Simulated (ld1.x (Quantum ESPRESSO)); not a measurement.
Building the TM potential for tin (Sn) (PBE, scalar-relativistic).

ld1.x (Quantum ESPRESSO) 7.5 was run on this input:

```
&input
   title='Sn', zed=50., rel=1, dft='PBE', iswitch=3,
   config='[Kr] 4d10 5s1 5p3',
   nld=2, rlderiv=2.55, eminld=-3.0, emaxld=5.0, deld=0.02
 /
 &inputp
   pseudotype=2, tm=.true., lloc=-2, rcloc=1.40,
   nlcc=.true., new_core_ps=.true., rcore=1.45,
   file_pseudopw='Sn.UPF', file_wfcaegen='ae.wfc', file_wfcncgen='nc.wfc', file_beta='beta', file_chi='chi'
 /
2
5S  1  0   1.00   0.00  1.80  1.80  0.0
5P  2  1   3.00   0.00  2.35  2.35  0.0
 &test
   configts(1)='5s1 5p3'
 /
```

Command:

```bash
ld1.x < Sn.in > Sn.out
```

Resulting log (shortened: banner, matrices, multipoles, cross overlaps and the repeated all-electron block are left out):

```
Program LD1 v.7.5
     --------------------------- All-electron run ----------------------------

     Sn
     scalar relativistic calculation

     atomic number is 50.00
     dft =PBE   lsd =0 sic =0 latt =0  beta=0.20 tr2=1.0E-14
     Exchange-correlation= PBE
                           (   1   4   3   4   0   0   0)
     mesh =1243 r(mesh) = 100.78374 a.u. xmin = -7.00 dx = 0.01250
     1 Ry =  13.60569312 eV, c = 137.03599908

     n l     nl                  e(Ry)          e(Ha)          e(eV)
     1 0     1S 1( 2.00)     -2132.6239     -1066.3119    -29015.8260
     2 0     2S 1( 2.00)      -322.0440      -161.0220     -4381.6315
     2 1     2P 1( 6.00)      -289.1049      -144.5525     -3933.4728
     3 0     3S 1( 2.00)       -62.2381       -31.1190      -846.7919
     3 1     3P 1( 6.00)       -51.4749       -25.7375      -700.3523
     4 0     4S 1( 2.00)        -9.9575        -4.9787      -135.4782
     4 1     4P 1( 6.00)        -6.7062        -3.3531       -91.2428
     3 2     3D 1(10.00)       -34.9092       -17.4546      -474.9635
     4 2     4D 1(10.00)        -2.0078        -1.0039       -27.3178
     5 0     5S 1( 1.00)        -0.8389        -0.4195       -11.4144
     5 1     5P 1( 3.00)        -0.3173        -0.1586        -4.3166

     final scf error:  2.4E-15 reached in  26 iterations

     Etot =  -12353.897991 Ry,   -6176.948995 Ha, -168083.344936 eV

     Ekin =   12898.570263 Ry,    6449.285131 Ha,  175493.988721 eV
     Encl =  -29868.993222 Ry,  -14934.496611 Ha, -406388.355666 eV
     Eh   =    4945.939922 Ry,    2472.969961 Ha,   67292.940784 eV
     Exc  =    -329.414954 Ry,    -164.707477 Ha,   -4481.918775 eV

     normalization and overlap integrals

     s(1S/1S) =  1.000000  <r> =   0.0291  <r2> =    0.0011  r(max) =   0.0188
     s(2S/2S) =  1.000000  <r> =   0.1255  <r2> =    0.0186  r(max) =   0.1054
     s(2P/2P) =  1.000000  <r> =   0.1096  <r2> =    0.0147  r(max) =   0.0853
     s(3S/3S) =  1.000000  <r> =   0.3393  <r2> =    0.1317  r(max) =   0.3090
     s(3P/3P) =  1.000000  <r> =   0.3377  <r2> =    0.1323  r(max) =   0.3013
     s(4S/4S) =  1.000000  <r> =   0.8185  <r2> =    0.7580  r(max) =   0.7412
     s(4P/4P) =  1.000000  <r> =   0.8856  <r2> =    0.8961  r(max) =   0.7890
     s(3D/3D) =  1.000000  <r> =   0.3146  <r2> =    0.1175  r(max) =   0.2498
     s(4D/4D) =  1.000000  <r> =   1.0952  <r2> =    1.4258  r(max) =   0.8829
     s(5S/5S) =  1.000000  <r> =   2.3631  <r2> =    6.3722  r(max) =   1.9897
     s(5P/5P) =  1.000000  <r> =   3.1377  <r2> =   11.4831  r(max) =   2.5231

     ------------------------ End of All-electron run ------------------------

     --------------------- Generating NC pseudopotential ---------------------

      Generating local potential from pseudized AE potential:
      Matching radius rcloc =   1.4000
      Enforcing V''(0)=0 (lloc=-2)

      Local pseudo, rcloc= 1.402 Estimated cut-off energy=    16.30 Ry

      Computing core charge for nlcc:

       r > 1.46 : true rho core
      Core charge pseudized with two Bessel functions
      Integrated core pseudo-charge :  19.59

      Wfc   5S  rcut= 1.800  Using Troullier-Martins method

      Wfc   5P  rcut= 2.370  Using Troullier-Martins method

     ------------------- End of pseudopotential generation -------------------

     Computing logarithmic derivative in   2.53894
     Computing logarithmic derivative in   2.53894
     Computing the partial wave expansion
     R is outside the sphere for l=    0 j= 0.00
     R is outside the sphere for l=    1 j= 0.00

     ---------------------- Testing the pseudopotential ----------------------

     Sn
     scalar relativistic calculation

     atomic number is 50.00   valence charge is  4.00
     dft =PBE   lsd =0 sic =0 latt =0  beta=0.20 tr2=1.0E-14
     mesh =1243 r(mesh) = 100.78374 xmin = -7.00 dx = 0.01250

     n l     nl             e AE (Ry)        e PS (Ry)    De AE-PS (Ry)
     1 0     5S   1( 1.00)       -0.83895       -0.83895        0.00000
     2 1     5P   1( 3.00)       -0.31727       -0.31727        0.00000

     eps = 7.2E-17  iter =  4

     Etot =  -12353.897991 Ry,   -6176.948995 Ha, -168083.344936 eV
     Etotps =   -44.563891 Ry,     -22.281945 Ha,    -606.322619 eV

     Ekin =       2.283527 Ry,       1.141763 Ha,      31.068964 eV
     Encl =     -13.027406 Ry,      -6.513703 Ha,    -177.246894 eV
     Ehrt =       4.920769 Ry,       2.460384 Ha,      66.950471 eV
     Ecxc =     -40.502872 Ry,     -20.251436 Ha,    -551.069645 eV
     (Ecc =     -38.193585 Ry,     -19.096792 Ha,    -519.650191 eV)
     Epseu=       1.762092 Ry,       0.881046 Ha,      23.974486 eV

     ---------------------- End of pseudopotential test ----------------------
```

Note: ghost states, extra bound levels that the all-electron valence spectrum of the same l lacks: s at -20.7 eV, d at -3.1 eV. A true bound ghost makes a file unfit for plane-wave use.

Generation and configuration tests took about 1.3 s on one core of a shared server CPU.

Transferability test of the new file with ld1.x, input:

```
&input
   title='Sn', zed=50., rel=1, dft='PBE', iswitch=2,
   config='[Kr] 4d10 5s1 5p3'
 /
 &test
   file_pseudo='Sn.UPF', nconf=8,
   configts(1)='5s1 5p3',
   configts(2)='5s2 5p2',
   configts(3)='5s2 5p1',
   configts(4)='5s2 5p0',
   configts(5)='5s2 5p1.5',
   configts(6)='5s0 5p4',
   configts(7)='5s1 5p2',
   configts(8)='5s2 5p2.3'
 /
```

```bash
ld1.x < Sn.test.in > Sn.test.out
```

Pseudopotential blocks of its output, shortened (energy terms left out):

```
     ---------------------- Testing the pseudopotential ----------------------

     n l     nl             e AE (Ry)        e PS (Ry)    De AE-PS (Ry)
     1 0     5S   1( 1.00)       -0.83895       -0.83895        0.00000
     2 1     5P   1( 3.00)       -0.31727       -0.31727        0.00000

     eps = 2.4E-17  iter =  4

     Etot =  -12353.897991 Ry,   -6176.948995 Ha, -168083.344936 eV
     Etotps =   -44.563890 Ry,     -22.281945 Ha,    -606.322618 eV

     ---------------------- End of pseudopotential test ----------------------

          ---------------------- Testing the pseudopotential ----------------------

     n l     nl             e AE (Ry)        e PS (Ry)    De AE-PS (Ry)
     1 0     5S   1( 2.00)       -0.77532       -0.77115       -0.00417
     2 1     5P   1( 2.00)       -0.27151       -0.27084       -0.00067

     eps = 1.7E-15  iter =  9

     Etot =  -12354.410875 Ry,   -6177.205437 Ha, -168090.323077 eV
     Etotps =   -45.075253 Ry,     -22.537627 Ha,    -613.280066 eV
     dEtot_ae =      -0.512884 Ry
     dEtot_ps =      -0.511363 Ry,   Delta E=      -0.001521 Ry

     ---------------------- End of pseudopotential test ----------------------

          ---------------------- Testing the pseudopotential ----------------------

     n l     nl             e AE (Ry)        e PS (Ry)    De AE-PS (Ry)
     1 0     5S   1( 2.00)       -1.30909       -1.30688       -0.00221
     2 1     5P   1( 1.00)       -0.75374       -0.75332       -0.00042

     eps = 1.5E-17  iter =  7

     Etot =  -12353.905608 Ry,   -6176.952804 Ha, -168083.448573 eV
     Etotps =   -44.570693 Ry,     -22.285346 Ha,    -606.415169 eV
     dEtot_ae =      -0.007617 Ry
     dEtot_ps =      -0.006802 Ry,   Delta E=      -0.000815 Ry

     ---------------------- End of pseudopotential test ----------------------

          ---------------------- Testing the pseudopotential ----------------------

     n l     nl             e AE (Ry)        e PS (Ry)    De AE-PS (Ry)
     1 0     5S   1( 2.00)       -1.91763       -1.92390        0.00627  !
     2 1     5P   1( 0.00)       -1.30765       -1.31331        0.00566  !

     eps = 4.8E-17  iter =  7

     Etot =  -12352.880119 Ry,   -6176.440059 Ha, -168069.496083 eV
     Etotps =   -43.543045 Ry,     -21.771523 Ha,    -592.433312 eV
     dEtot_ae =       1.017872 Ry
     dEtot_ps =       1.020845 Ry,   Delta E=      -0.002973 Ry

     ---------------------- End of pseudopotential test ----------------------

          ---------------------- Testing the pseudopotential ----------------------

     n l     nl             e AE (Ry)        e PS (Ry)    De AE-PS (Ry)
     1 0     5S   1( 2.00)       -1.03071       -1.02694       -0.00377
     2 1     5P   1( 1.50)       -0.50178       -0.50082       -0.00096

     eps = 1.2E-16  iter =  7

     Etot =  -12354.218616 Ry,   -6177.109308 Ha, -168087.707269 eV
     Etotps =   -44.883380 Ry,     -22.441690 Ha,    -610.669498 eV
     dEtot_ae =      -0.320626 Ry
     dEtot_ps =      -0.319490 Ry,   Delta E=      -0.001136 Ry

     ---------------------- End of pseudopotential test ----------------------

          ---------------------- Testing the pseudopotential ----------------------

     n l     nl             e AE (Ry)        e PS (Ry)    De AE-PS (Ry)
     1 0     5S   1( 0.00)       -0.89659       -0.89870        0.00211
     2 1     5P   1( 4.00)       -0.35892       -0.35913        0.00021

     eps = 2.6E-15  iter =  8

     Etot =  -12353.368240 Ry,   -6176.684120 Ha, -168076.137310 eV
     Etotps =   -44.033032 Ry,     -22.016516 Ha,    -599.099927 eV
     dEtot_ae =       0.529751 Ry
     dEtot_ps =       0.530858 Ry,   Delta E=      -0.001107 Ry

     ---------------------- End of pseudopotential test ----------------------

          ---------------------- Testing the pseudopotential ----------------------

     n l     nl             e AE (Ry)        e PS (Ry)    De AE-PS (Ry)
     1 0     5S   1( 1.00)       -1.37450       -1.37639        0.00190
     2 1     5P   1( 2.00)       -0.80556       -0.80671        0.00115

     eps = 2.2E-15  iter =  7

     Etot =  -12353.343403 Ry,   -6176.671702 Ha, -168075.799389 eV
     Etotps =   -44.008824 Ry,     -22.004412 Ha,    -598.770559 eV
     dEtot_ae =       0.554587 Ry
     dEtot_ps =       0.555066 Ry,   Delta E=      -0.000479 Ry

     ---------------------- End of pseudopotential test ----------------------

          ---------------------- Testing the pseudopotential ----------------------

     n l     nl             e AE (Ry)        e PS (Ry)    De AE-PS (Ry)
     1 0     5S   1( 2.00)       -0.63645       -0.63241       -0.00404
     2 1     5P   1( 2.30)       -0.14657       -0.14625       -0.00032

     eps = 9.9E-15  iter = 12

     Etot =  -12354.473285 Ry,   -6177.236643 Ha, -168091.172217 eV
     Etotps =   -45.137530 Ry,     -22.568765 Ha,    -614.127382 eV
     dEtot_ae =      -0.575295 Ry
     dEtot_ps =      -0.573640 Ry,   Delta E=      -0.001655 Ry

     ---------------------- End of pseudopotential test ----------------------
```
